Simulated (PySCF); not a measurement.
CH5Ge2N, CH4GeO, CH5GeO (calculated)

Calculation on a computer-drawn molecule: the log of a Hartree-Fock and frozen-core CCSD(T) single point meant for a local Hartree-Fock minimum, with one planted fault or none, to be diagnosed. Offsets are logged minus clean, where the clean run is the same molecule without the fault. The reference is restricted for singlets and unrestricted otherwise, and also for a bond in bohr or an excited solution. Adding or removing an electron swaps singlet and doublet. The excited solution moves the top pair (singlet) or top alpha electron (doublet) to the lowest empty orbital. Highest occupied and lowest empty are orbital energies over both spins, largest force is the largest gradient component, triples share is (T) over the correlation energy, the T1 limit is 0.02 restricted and 0.045 unrestricted, electrons count all cores, a negative frequency is imaginary (commonest isotopes), and the dipole is about the centre of nuclear charge; on germanium a core potential holds 10 electrons, which the energies leave out, and 3d is frozen in MP2 and coupled-cluster steps. Program: PySCF 2.14.0.

Common to all runs: meant charge 0; meant basis cc-pVDZ; meant basis and core potential on germanium cc-pVDZ-PP ECP10MDF; logged SCF converged yes; logged CC converged yes; logged SCF stable within its kind yes; possible faults no fault, one electron removed, one electron added, multiplicity raised by two, geometry at a saddle point, SCF held on an excited solution, minimal basis STO-3G, one bond length entered in bohr, all coordinates scaled.

(1) 
```xyz
9
formula=CH5Ge2N meant_multiplicity=1 logged_electrons=81 logged_basis_functions=99 logged_spin_squared=0.7874 logged_highest_occupied=-14.992 logged_lowest_empty=-5.8631 logged_largest_force=0.078916 logged_T1_diagnostic=0.027173 logged_D1_diagnostic=0.095293 logged_triples_share=0.039606 logged_dipole_magnitude=0.83293 logged_energy_HF=-681.67499 logged_energy_CCSD(T)=-682.19996 planted_fault=one_electron_removed HF_energy_offset_from_clean_run=154.6 CCSD(T)_energy_offset_from_clean_run=172.2
C     -1.2791     1.6419     0.6380
Ge     0.4185     0.9727     1.3056
N      0.9772    -0.5752     1.0702
Ge     1.7918    -2.1032     0.6131
H     -1.9052     1.9622     1.4732
H     -1.7862     0.8563     0.0798
H     -1.1074     2.5027    -0.0116
H      1.2120     1.9950     2.1189
H      1.2500    -2.9891     1.8340
```

Units: logged_highest_occupied, logged_lowest_empty in eV; logged_largest_force in hartree/bohr; logged_dipole_magnitude in debye; logged_energy_HF, logged_energy_CCSD(T) in hartree; HF_energy_offset_from_clean_run, CCSD(T)_energy_offset_from_clean_run in kcal/mol.

Drawn bonds:
```csv
atom,other atom,order
1,2,1
2,3,2
3,4,1
1,5,1
1,6,1
1,7,1
2,8,1
4,9,1
```

(2) 
```xyz
9
formula=CH5Ge2N meant_multiplicity=1 logged_electrons=83 logged_basis_functions=99 logged_spin_squared=1.2907 logged_highest_occupied=-0.17652 logged_lowest_empty=6.6199 logged_largest_force=0.050388 logged_T1_diagnostic=0.05763 logged_D1_diagnostic=0.27431 logged_triples_share=0.036946 logged_dipole_magnitude=8.35 logged_energy_HF=-681.89323 logged_energy_CCSD(T)=-682.44665 planted_fault=one_electron_added HF_energy_offset_from_clean_run=17.64 CCSD(T)_energy_offset_from_clean_run=17.43
C     -1.2791     1.6419     0.6380
Ge     0.4185     0.9727     1.3056
N      0.9772    -0.5752     1.0702
Ge     1.7918    -2.1032     0.6131
H     -1.9052     1.9622     1.4732
H     -1.7862     0.8563     0.0798
H     -1.1074     2.5027    -0.0116
H      1.2120     1.9950     2.1189
H      1.2500    -2.9891     1.8340
```

Units: logged_highest_occupied, logged_lowest_empty in eV; logged_largest_force in hartree/bohr; logged_dipole_magnitude in debye; logged_energy_HF, logged_energy_CCSD(T) in hartree; HF_energy_offset_from_clean_run, CCSD(T)_energy_offset_from_clean_run in kcal/mol.

Drawn bonds:
```csv
atom,other atom,order
1,2,1
2,3,2
3,4,1
1,5,1
1,6,1
1,7,1
2,8,1
4,9,1
```

Notes: T1 above single-reference limit.

(3) 
```xyz
7
formula=CH4GeO meant_multiplicity=1 logged_electrons=50 logged_basis_functions=71 logged_spin_squared=2.0201 logged_highest_occupied=-6.2498 logged_lowest_empty=1.2622 logged_largest_force=0.16551 logged_T1_diagnostic=0.02329 logged_D1_diagnostic=0.11169 logged_triples_share=0.025224 logged_dipole_magnitude=1.8875 logged_energy_HF=-408.31372 logged_energy_CCSD(T)=-408.73237 planted_fault=multiplicity_raised_by_two HF_energy_offset_from_clean_run=48.03 CCSD(T)_energy_offset_from_clean_run=83.79
C      0.3278    -2.3661    -0.0997
Ge     1.5227    -1.0260     0.6349
O      1.3092     0.5746     0.5144
H     -0.5151    -1.8823    -0.5909
H     -0.0331    -3.0155     0.7013
H      0.8693    -2.9846    -0.8193
H      2.7249    -1.6408     1.3617
```

Units: logged_highest_occupied, logged_lowest_empty in eV; logged_largest_force in hartree/bohr; logged_dipole_magnitude in debye; logged_energy_HF, logged_energy_CCSD(T) in hartree; HF_energy_offset_from_clean_run, CCSD(T)_energy_offset_from_clean_run in kcal/mol.

Drawn bonds:
```csv
atom,other atom,order
1,2,1
2,3,2
1,4,1
1,5,1
1,6,1
2,7,1
```

(4) 
```xyz
7
formula=CH4GeO meant_multiplicity=1 logged_electrons=49 logged_basis_functions=71 logged_spin_squared=0.7612 logged_highest_occupied=-18.81 logged_lowest_empty=-5.2348 logged_largest_force=0.13043 logged_T1_diagnostic=0.028924 logged_D1_diagnostic=0.13244 logged_triples_share=0.027446 logged_dipole_magnitude=2.6278 logged_energy_HF=-408.10837 logged_energy_CCSD(T)=-408.52049 planted_fault=one_electron_removed HF_energy_offset_from_clean_run=176.9 CCSD(T)_energy_offset_from_clean_run=216.7
C      0.3278    -2.3661    -0.0997
Ge     1.5227    -1.0260     0.6349
O      1.3092     0.5746     0.5144
H     -0.5151    -1.8823    -0.5909
H     -0.0331    -3.0155     0.7013
H      0.8693    -2.9846    -0.8193
H      2.7249    -1.6408     1.3617
```

Units: logged_highest_occupied, logged_lowest_empty in eV; logged_largest_force in hartree/bohr; logged_dipole_magnitude in debye; logged_energy_HF, logged_energy_CCSD(T) in hartree; HF_energy_offset_from_clean_run, CCSD(T)_energy_offset_from_clean_run in kcal/mol.

Drawn bonds:
```csv
atom,other atom,order
1,2,1
2,3,2
1,4,1
1,5,1
1,6,1
2,7,1
```

(5) 
```xyz
8
formula=CH5GeO meant_multiplicity=2 logged_electrons=50 logged_basis_functions=76 logged_spin_squared=0 logged_highest_occupied=-18.149 logged_lowest_empty=-6.8234 logged_largest_force=0.075569 logged_T1_diagnostic=0.023377 logged_D1_diagnostic=0.091004 logged_triples_share=0.029332 logged_dipole_magnitude=2.8318 logged_energy_HF=-408.72956 logged_energy_CCSD(T)=-409.19815 planted_fault=one_electron_removed HF_energy_offset_from_clean_run=177.6 CCSD(T)_energy_offset_from_clean_run=174.4
C     -1.1998     0.0108     0.1576
Ge    -1.3854    -1.3015    -1.2824
O     -1.9356    -0.3467    -2.6927
H     -2.1710     0.4466     0.3940
H     -0.7915    -0.4611     1.0528
H     -0.5257     0.8053    -0.1702
H     -0.0376    -1.9813    -1.6328
H     -1.9996    -0.8292    -3.5041
```

Units: logged_highest_occupied, logged_lowest_empty in eV; logged_largest_force in hartree/bohr; logged_dipole_magnitude in debye; logged_energy_HF, logged_energy_CCSD(T) in hartree; HF_energy_offset_from_clean_run, CCSD(T)_energy_offset_from_clean_run in kcal/mol.

Drawn bonds:
```csv
atom,other atom,order
1,2,1
2,3,1
1,4,1
1,5,1
1,6,1
2,7,1
3,8,1
```

Notes: T1 above single-reference limit.
